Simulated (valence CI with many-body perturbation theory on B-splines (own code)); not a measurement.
## E1 transitions of Lu³⁸⁺

Computed by configuration interaction combined with many-body perturbation theory (CI+MBPT): five valence electrons over a frozen Dirac-Fock core [Ar] 3d10, radial functions for each j: 11 s, 11 p, 10 d, 8 f, 5 g, 2 h, with the one-electron correlation potential Σ1, the two-electron term Σ2, the three-electron term Σ3, Breit, model QED; selected CI, second order for the rest, scaled by the run's own slope (own B-spline code, finite nucleus).

The last digits are not significant, and no measured levels were compared; by estimate large intervals hold to a few tenths of a per cent, small ones and those within an open d or f shell to about a per cent. Among the levels kept, up to 2100 cm⁻¹ of a level comes from second order outside the variational space, and about a tenth of that is noise between levels of different J, which matters for small intervals.

Lines 101 to 150 of 524 in falling wavelength, among levels below 3885.0 × 10³ cm⁻¹, chosen from the strongest by gf and those to the six lowest levels. Wavelengths and rates use the calculated energies. Electric multipoles are in the length gauge with retardation, E1 and E2 with the static RPA response of the core. Weak lines are less certain than strong ones. Lines between different terms over intervals too small for the method are left out, as are lines whose strength nearly cancels. Where a level lies close to another of its J and parity, the split of strength between their lines is uncertain. The highest levels of a list are the least certain.

Levels are named by their leading jj configuration (3d3/2^4 stands for four electrons in 3d with j = 3/2), which in mixed levels can hold well under half, so a name can repeat and another be missing. Letters in brackets count levels of one name in rising energy.

| λ vac (Å) | Upper | Lower | A (s⁻¹) | log gf | Branch % |
| --- | --- | --- | --- | --- | --- |
| 74.66 | (4s 4p1/2^2 4p3/2 4d5/2) J=1/2 | (4s 4p1/2^2 4p3/2^2) J=1/2 | 2.17e+11 | -0.44 | 79.5 |
| 74.66 | (4s 4p1/2 4p3/2^2 4d5/2) J=1/2 [d] | (4s 4p1/2 4p3/2^3) J=1/2 | 7.31e+10 | -0.91 | 7.1 |
| 74.61 | (4s 4p1/2^2 4d3/2 4d5/2) J=9/2 | (4s 4p1/2^2 4p3/2 4d3/2) J=7/2 | 6.45e+10 | -0.27 | 59.3 |
| 74.54 | (4s^2 4p1/2 4d3/2 4d5/2) J=7/2 [a] | (4s^2 4p1/2 4p3/2 4d3/2) J=5/2 [a] | 6.81e+10 | -0.34 | 39.7 |
| 74.25 | (4s 4p1/2^2 4p3/2 4f5/2) J=7/2 | (4s 4p1/2^2 4p3/2 4d3/2) J=5/2 [b] | 1.18e+11 | -0.11 | 58.9 |
| 74.16 | (4s 4p1/2^2 4d3/2 4d5/2) J=7/2 [b] | (4s 4p1/2^2 4p3/2 4d3/2) J=7/2 | 3.78e+10 | -0.60 | 37.5 |
| 74.11 | (4s 4p1/2 4p3/2^2 4d5/2) J=7/2 [a] | (4s^2 4p1/2 4p3/2 4d3/2) J=5/2 [a] | 2.40e+10 | -0.80 | 51.2 |
| 74.09 | (4s 4p1/2 4p3/2^2 4d5/2) J=7/2 [d] | (4s^2 4p1/2 4p3/2 4d5/2) J=5/2 [b] | 3.24e+10 | -0.67 | 3.6 |
| 74.00 | (4s^2 4p1/2 4p3/2 4f7/2) J=5/2 | (4s^2 4p1/2 4p3/2 4d5/2) J=5/2 [a] | 5.36e+10 | -0.58 | 29.3 |
| 73.98 | (4s 4p1/2^2 4d3/2 4d5/2) J=3/2 [a] | (4s 4p1/2^2 4p3/2 4d3/2) J=1/2 [a] | 1.14e+11 | -0.43 | 62.6 |
| 73.90 | (4s^2 4p1/2 4d3/2 4d5/2) J=5/2 | (4s^2 4p1/2 4p3/2 4d3/2) J=5/2 [a] | 5.56e+10 | -0.56 | 29.7 |
| 73.89 | (4s^2 4p1/2 4d3/2 4d5/2) J=5/2 | (4s^2 4p1/2 4p3/2 4d3/2) J=3/2 [a] | 1.13e+11 | -0.26 | 60.5 |
| 73.85 | (4s^2 4p3/2 4d3/2 4d5/2) J=7/2 [c] | (4s^2 4p3/2^2 4d5/2) J=7/2 | 2.14e+10 | -0.85 | 1.5 |
| 73.60 | (4s 4p1/2 4p3/2^2 4d3/2) J=7/2 [b] | (4s^2 4p1/2 4p3/2 4d3/2) J=7/2 | 1.59e+11 | 0.01 | 63.3 |
| 73.57 | (4s^2 4p1/2 4p3/2 4d5/2) J=3/2 [b] | (4s^2 4p1/2 4p3/2^2) J=5/2 | 1.64e+10 | -1.27 | 4.8 |
| 73.56 | (4s 4p1/2^2 4p3/2 4d5/2) J=5/2 [a] | (4s 4p1/2^2 4p3/2^2) J=5/2 | 1.70e+11 | -0.08 | 87.0 |
| 73.55 | (4s^2 4p1/2 4p3/2 4d5/2) J=3/2 [c] | (4s^2 4p1/2 4p3/2^2) J=1/2 | 1.11e+11 | -0.44 | 24.9 |
| 73.55 | (4s 4p1/2^2 4p3/2 4d5/2) J=3/2 [b] | (4s 4p1/2^2 4p3/2^2) J=1/2 | 1.66e+11 | -0.27 | 36.9 |
| 73.43 | (4s 4p1/2 4p3/2^2 4d3/2) J=3/2 [f] | (4s^2 4p1/2 4p3/2 4d3/2) J=1/2 [b] | 1.09e+11 | -0.45 | 8.6 |
| 73.38 | (4s 4p1/2 4p3/2^2 4d5/2) J=3/2 [i] | (4s 4p1/2 4p3/2^3) J=3/2 | 1.61e+11 | -0.28 | 14.4 |
| 73.28 | (4s 4p1/2 4p3/2^2 4d5/2) J=5/2 [f] | (4s^2 4p1/2 4p3/2 4d5/2) J=3/2 [c] | 3.69e+10 | -0.75 | 3.8 |
| 73.26 | (4s 4p1/2 4p3/2^2 4d3/2) J=3/2 [b] | (4s^2 4p1/2 4p3/2 4d3/2) J=1/2 [a] | 3.62e+10 | -0.93 | 12.6 |
| 73.26 | (4s 4p1/2 4p3/2^2 4d3/2) J=5/2 [f] | (4s^2 4p1/2 4p3/2 4d3/2) J=3/2 [b] | 6.45e+10 | -0.51 | 5.9 |
| 73.23 | (4s 4p1/2^2 4p3/2 4d5/2) J=5/2 [b] | (4s 4p1/2^2 4p3/2^2) J=3/2 | 3.33e+11 | 0.21 | 59.4 |
| 73.23 | (4s 4p1/2 4p3/2^2 4d3/2) J=3/2 [f] | (4s^2 4p1/2 4p3/2 4d3/2) J=3/2 [b] | 3.40e+10 | -0.96 | 2.7 |
| 73.19 | (4s 4p1/2 4p3/2^2 4d5/2) J=5/2 [g] | (4s^2 4p1/2 4p3/2 4d5/2) J=5/2 [c] | 1.41e+11 | -0.17 | 18.1 |
| 73.12 | (4s 4p1/2 4p3/2^2 4d5/2) J=5/2 [a] | (4s^2 4p1/2 4p3/2 4d5/2) J=5/2 [a] | 3.74e+10 | -0.74 | 13.0 |
| 73.11 | (4s^2 4p3/2 4d3/2 4d5/2) J=5/2 [c] | (4s^2 4p3/2^2 4d3/2) J=7/2 | 6.09e+10 | -0.53 | 4.1 |
| 73.08 | (4s 4p1/2 4p3/2^2 4d3/2) J=3/2 [b] | (4s^2 4p1/2 4p3/2 4d3/2) J=5/2 [a] | 5.19e+10 | -0.78 | 18.0 |
| 73.07 | (4s^2 4p1/2 4p3/2 4f7/2) J=9/2 [a] | (4s^2 4p1/2 4p3/2 4d5/2) J=9/2 | 6.17e+10 | -0.31 | 28.7 |
| 73.07 | (4s 4p1/2 4p3/2^2 4d3/2) J=3/2 [b] | (4s^2 4p1/2 4p3/2 4d3/2) J=3/2 [a] | 1.26e+11 | -0.39 | 43.7 |
| 73.03 | (4s 4p1/2^2 4p3/2 4d5/2) J=7/2 [a] | (4s 4p1/2^2 4p3/2^2) J=5/2 | 1.64e+11 | 0.02 | 88.0 |
| 72.96 | (4s^2 4p1/2^2 4d5/2) J=5/2 | (4s^2 4p1/2^2 4p3/2) J=3/2 | 2.60e+11 | 0.10 | 97.0 |
| 72.94 | (4s 4p1/2^2 4p3/2 4d3/2) J=3/2 [b] | (4s^2 4p1/2^2 4d3/2) J=3/2 | 1.38e+11 | -0.36 | 76.8 |
| 72.93 | (4s 4p1/2 4p3/2^2 4d3/2) J=5/2 [f] | (4s^2 4p1/2 4p3/2 4d3/2) J=5/2 [b] | 3.16e+10 | -0.82 | 2.9 |
| 72.91 | (4s^2 4p1/2 4d5/2^2) J=1/2 | (4s^2 4p1/2 4p3/2 4d5/2) J=3/2 [c] | 1.24e+11 | -0.70 | 16.1 |
| 72.89 | (4s 4p1/2^2 4p3/2 4d5/2) J=3/2 [a] | (4s 4p1/2^2 4p3/2^2) J=5/2 | 8.58e+10 | -0.56 | 63.4 |
| 72.75 | (4s 4p1/2^2 4d3/2 4d5/2) J=3/2 [b] | (4s 4p1/2^2 4p3/2 4d3/2) J=3/2 [a] | 6.23e+10 | -0.70 | 34.0 |
| 72.71 | (4s 4p1/2^2 4d3/2 4d5/2) J=5/2 [b] | (4s 4p1/2^2 4p3/2 4d3/2) J=7/2 | 5.12e+10 | -0.61 | 22.3 |
| 72.60 | (4s 4p1/2 4p3/2^2 4d3/2) J=3/2 [c] | (4s^2 4p1/2 4p3/2 4d3/2) J=1/2 [a] | 8.87e+10 | -0.55 | 48.7 |
| 72.57 | (4s^2 4p3/2 4d3/2 4d5/2) J=7/2 [c] | (4s^2 4p3/2^2 4d3/2) J=7/2 | 2.16e+11 | 0.13 | 14.7 |
| 72.48 | (4s 4p1/2 4p3/2^2 4d5/2) J=7/2 [f] | (4s^2 4p1/2 4p3/2 4d5/2) J=5/2 [c] | 4.27e+10 | -0.57 | 4.4 |
| 72.47 | (4s 4p1/2 4p3/2^2 4d5/2) J=3/2 [a] | (4s^2 4p1/2 4p3/2 4d5/2) J=3/2 [a] | 2.19e+11 | -0.16 | 51.5 |
| 72.44 | (4s^2 4p1/2 4p3/2 4f7/2) J=7/2 [a] | (4s^2 4p1/2 4p3/2 4d5/2) J=7/2 [a] | 3.84e+10 | -0.62 | 36.3 |
| 72.43 | (4s 4p1/2 4p3/2^2 4d3/2) J=5/2 [f] | (4s^2 4p1/2 4p3/2 4d5/2) J=5/2 [a] | 1.04e+11 | -0.31 | 9.5 |
| 72.42 | (4s 4p1/2^2 4d3/2 4d5/2) J=3/2 [b] | (4s 4p1/2^2 4p3/2 4d3/2) J=5/2 [a] | 4.59e+10 | -0.84 | 25.1 |
| 72.39 | (4s 4p1/2^2 4p3/2 4d3/2) J=5/2 [b] | (4s^2 4p1/2^2 4d3/2) J=3/2 | 2.77e+10 | -0.88 | 44.3 |
| 72.33 | (4s 4p1/2 4p3/2^2 4d5/2) J=5/2 [g] | (4s^2 4p1/2 4p3/2 4d5/2) J=3/2 [c] | 1.76e+11 | -0.08 | 22.6 |
| 72.30 | (4s^2 4p1/2 4p3/2 4d5/2) J=5/2 [b] | (4s^2 4p1/2 4p3/2^2) J=5/2 | 6.89e+09 | -1.49 | 1.1 |
| 72.27 | (4s^2 4p3/2 4d3/2 4d5/2) J=5/2 [c] | (4s^2 4p3/2^2 4d3/2) J=5/2 | 9.58e+10 | -0.35 | 6.5 |
